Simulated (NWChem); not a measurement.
# CHO2, doublet; SMILES [O]C=O

All runs: NWChem. Pople sets run with spherical d functions. Spin-unrestricted. Geometry: optimised at PBE0/def2-SVP, spin-unrestricted. No stability test was run on the SCF state. Level: M05-2X/6-31G* with SMD (1 M gas to 1 M solution), gas-phase geometry. Reactions with the solvent are ignored.

Problem. What does the run give for solvent ethylene glycol? Quantities: solvation free energy (kcal/mol); cavity-dispersion-structure term (kcal/mol); dipole in solution (D).

Solution. The solvation free energy (kcal/mol) is 0.7, the cavity-dispersion-structure term (kcal/mol) comes out as 7.5 and the dipole in solution (D) comes out as 2.42.
